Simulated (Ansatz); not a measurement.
Reactions of `CO[C](=N)[SnH3]`.

Isolated molecules relaxed with PBE0-D4/def2-TZVP in Ansatz; ΔE leaves out vibrations. CCSD(T)/CBS adds triple-zeta CCSD(T) − MP2 to the extrapolated MP2 energy (def2 sets, frozen cores). This one scheme is used for every species. Functionals use def2-TZVPP. Elements past krypton have def2 core potentials. For Sn outer-core shells are correlated without core-valence functions, which leaves a few kJ/mol of doubt a bond. One conformer a species, not always the lowest.

| reaction | MP2/CBS(def2) (kcal/mol) | PBE-D4 (kcal/mol) | CCSD(T)/CBS(def2) (kcal/mol) |
| --- | --- | --- | --- |
| `CO[C](=N)[SnH3]` + `C=N[SiH2]C` → `C[SiH2][SnH3]` + `C=NC(=N)OC` | 0.4 | -4.0 | -0.8 |
| `CO[C](=N)[SnH3]` + `NCF` → `FC[NH][SnH3]` + `COC=N` | -7.4 | -5.2 | -7.0 |
| `CO[C](=N)[SnH3]` + `CCS` → `CC[S][SnH3]` + `COC=N` | -23.7 | -21.6 | -22.5 |
| `CO[C](=N)[SnH3]` + `N[SiH3]` → `[SiH3][NH][SnH3]` + `COC=N` | -10.4 | -7.5 | -10.1 |
| `CO[C](=N)[SnH3]` + CH₄ → `C[C](=N)[SnH3]` + CH₃OH | 5.6 | 7.8 | 5.5 |
| `CO[C](=N)[SnH3]` + H₂ → `COC=N` + `[SnH4]` | -10.6 | -12.3 | -12.2 |
| `CO[C](=N)[SnH3]` + `[SiH3]S` → `S[SiH2][SnH3]` + `COC=N` | -15.4 | -16.7 | -15.3 |
| `CO[C](=N)[SnH3]` + `C=[CH][AlH2]` → `C=[C]([AlH2])[SnH3]` + `COC=N` | -7.3 | -4.9 | -6.2 |
| `CO[C](=N)[SnH3]` + H₂O → `[OH][SnH3]` + `COC=N` | -11.3 | -10.7 | -11.3 |

Largest T1 diagnostic: 0.014, for `C=NC(=N)OC`.
